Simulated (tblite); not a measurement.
Species: C₇H₁₂BPS.
Bonds: C1–B2, B2–C3, B2–P4, P4–C5, P4–C6, C6–C7 (aromatic), C7–C8 (aromatic), C8–C9 (aromatic), C9–S10 (aromatic), C6–S10 (aromatic). Hydrogens: H11, H12, H13 on C1; H14, H15, H16 on C3; H17, H18, H19 on C5; H20 on C7; H21 on C8; H22 on C9.

Computed with GFN2-xTB (tblite), gas phase: L-BFGS steps from a force-field or distance-geometry start until the largest atomic force falls under 0.01 eV/Å.

Step 155: E = -763.5589 eV
```
atom  x, y, z in Å  |  force x, y, z in eV/Å
C1     -0.7683    1.1621    1.6951    0.008  -0.002  -0.014
B2     -1.3512   -0.0786    0.9181    0.009  -0.012  -0.011
C3     -2.9019   -0.3547    0.9408    0.001  -0.015  -0.004
P4     -0.1597   -1.3434    0.1392   -0.001   0.034  -0.017
C5     -0.9376   -1.6692   -1.5162   -0.007   0.000  -0.007
C6      1.2148   -0.2919   -0.4039    0.028   0.008   0.018
C7      2.4632   -0.2664    0.1449   -0.003   0.026  -0.018
C8      3.3282    0.6682   -0.4650    0.001  -0.001  -0.030
C9      2.7329    1.3427   -1.4807    0.011   0.007   0.037
S10     1.0992    0.8618   -1.7088    0.008  -0.002   0.006
H11    -0.2895    0.8189    2.6141    0.010   0.000  -0.018
H12     0.0082    1.6786    1.1312    0.013   0.011   0.022
H13    -1.5187    1.8970    1.9800   -0.002  -0.026   0.003
H14    -3.4178    0.4137    0.3636   -0.004  -0.018  -0.012
H15    -3.2067   -1.3210    0.5422    0.030   0.024  -0.003
H16    -3.2964   -0.2758    1.9535   -0.008   0.005   0.003
H17    -1.1708   -0.7366   -2.0282   -0.017  -0.024  -0.009
H18    -0.2422   -2.2517   -2.1201   -0.036   0.021   0.027
H19    -1.8467   -2.2463   -1.3715   -0.020  -0.013  -0.004
H20     2.7493   -0.9094    0.9579    0.002   0.006   0.013
H21     4.3522    0.8203   -0.1722   -0.009  -0.001   0.019
H22     3.1492    2.1013   -2.1147   -0.015  -0.028  -0.002
```

Step 156: E = -763.5594 eV
```
atom  x, y, z in Å  |  force x, y, z in eV/Å
C1     -0.7683    1.1618    1.6976    0.009  -0.004  -0.007
B2     -1.3505   -0.0784    0.9181    0.026  -0.003  -0.015
C3     -2.9013   -0.3536    0.9400    0.004  -0.009  -0.022
P4     -0.1592   -1.3424    0.1372    0.001   0.035  -0.004
C5     -0.9394   -1.6701   -1.5157   -0.015  -0.012  -0.022
C6      1.2166   -0.2936   -0.4078    0.012   0.008   0.031
C7      2.4636   -0.2660    0.1439   -0.007   0.016  -0.015
C8      3.3282    0.6690   -0.4652    0.006  -0.001  -0.023
C9      2.7335    1.3425   -1.4817    0.021   0.013   0.035
S10     1.1017    0.8581   -1.7133    0.002   0.008  -0.002
H11    -0.2876    0.8173    2.6151    0.006  -0.004  -0.017
H12     0.0073    1.6825    1.1360    0.004   0.006   0.015
H13    -1.5206    1.8937    1.9860    0.004  -0.027  -0.002
H14    -3.4148    0.4133    0.3587   -0.003  -0.013  -0.005
H15    -3.2066   -1.3199    0.5415    0.032   0.023   0.013
H16    -3.2965   -0.2702    1.9519   -0.015  -0.003  -0.001
H17    -1.1796   -0.7404   -2.0291   -0.015  -0.012  -0.003
H18    -0.2432   -2.2493   -2.1216   -0.032   0.015   0.026
H19    -1.8449   -2.2521   -1.3680   -0.021  -0.014  -0.006
H20     2.7489   -0.9075    0.9582    0.002   0.002   0.016
H21     4.3511    0.8218   -0.1701   -0.001   0.005   0.019
H22     3.1513    2.1029   -2.1124   -0.020  -0.028  -0.013
```

Step 157: E = -763.5599 eV
```
atom  x, y, z in Å  |  force x, y, z in eV/Å
C1     -0.7669    1.1606    1.7002    0.006  -0.001   0.005
B2     -1.3485   -0.0786    0.9181    0.031   0.010  -0.011
C3     -2.9000   -0.3518    0.9372    0.004   0.014  -0.032
P4     -0.1583   -1.3423    0.1362    0.003   0.029   0.007
C5     -0.9420   -1.6711   -1.5139   -0.027  -0.029  -0.033
C6      1.2183   -0.2960   -0.4107   -0.002   0.010   0.035
C7      2.4640   -0.2652    0.1434   -0.014   0.007  -0.011
C8      3.3279    0.6702   -0.4653    0.011   0.000  -0.009
C9      2.7332    1.3425   -1.4823    0.023   0.009   0.026
S10     1.1035    0.8531   -1.7180   -0.001   0.017  -0.003
H11    -0.2831    0.8136    2.6152    0.006  -0.009  -0.014
H12     0.0066    1.6876    1.1414   -0.006  -0.004   0.006
H13    -1.5214    1.8881    1.9948    0.010  -0.027  -0.009
H14    -3.4088    0.4144    0.3494    0.002  -0.020   0.010
H15    -3.2058   -1.3177    0.5388    0.030   0.015   0.026
H16    -3.2987   -0.2627    1.9477   -0.014  -0.011  -0.020
H17    -1.1928   -0.7437   -2.0260   -0.012  -0.002   0.000
H18    -0.2432   -2.2434   -2.1235   -0.034   0.011   0.025
H19    -1.8423   -2.2613   -1.3636   -0.010  -0.009  -0.009
H20     2.7480   -0.9049    0.9595    0.007  -0.001   0.019
H21     4.3497    0.8244   -0.1673    0.002   0.011   0.015
H22     3.1502    2.1036   -2.1121   -0.015  -0.021  -0.022
```

Task: Estimate the geometry and energy of step 158. (The exact step hangs on the optimiser's Hessian estimate; all steps are aligned on step 157, rigid shifts and turns removed.)

Result: E = -763.5606 eV, largest force 0.054 eV/Å
```
atom  x, y, z in Å  |  force x, y, z in eV/Å
C1     -0.7650    1.1598    1.7014    0.007  -0.003   0.020
B2     -1.3458   -0.0780    0.9164    0.036   0.018  -0.003
C3     -2.8975   -0.3506    0.9335    0.015   0.021  -0.028
P4     -0.1573   -1.3422    0.1351    0.004   0.018   0.013
C5     -0.9463   -1.6717   -1.5119   -0.038  -0.026  -0.028
C6      1.2203   -0.2985   -0.4129   -0.016   0.017   0.026
C7      2.4644   -0.2640    0.1440   -0.009  -0.010   0.004
C8      3.3281    0.6719   -0.4642    0.009  -0.003   0.010
C9      2.7332    1.3428   -1.4818    0.018   0.001   0.006
S10     1.1059    0.8476   -1.7230   -0.001   0.021   0.006
H11    -0.2777    0.8095    2.6132    0.004  -0.014  -0.008
H12     0.0062    1.6939    1.1465   -0.013  -0.011  -0.009
H13    -1.5220    1.8819    2.0028    0.010  -0.018  -0.011
H14    -3.4026    0.4133    0.3403   -0.008  -0.004   0.010
H15    -3.2031   -1.3166    0.5359    0.028   0.001   0.034
H16    -3.2993   -0.2568    1.9426   -0.014  -0.015  -0.033
H17    -1.2073   -0.7458   -2.0212   -0.008   0.007  -0.002
H18    -0.2464   -2.2372   -2.1255   -0.023  -0.003   0.010
H19    -1.8418   -2.2685   -1.3582   -0.004  -0.010  -0.010
H20     2.7468   -0.9024    0.9621    0.008   0.009   0.009
H21     4.3487    0.8277   -0.1626    0.000   0.017   0.008
H22     3.1481    2.1033   -2.1131   -0.002  -0.012  -0.025
```

The energy changes by -0.0006 eV. The first-order estimate −F·Δx gives -0.0009 eV and the mean of the old and new forces, exact on a quadratic surface, -0.0006 eV. The step makes an angle of 78° with the force vector and moves no atom by more than 0.015 Å.

What follows is the cost of the whole relaxation. On an Arm Neoverse V2 with one thread, shared host, this took 2.1 s of wall time.
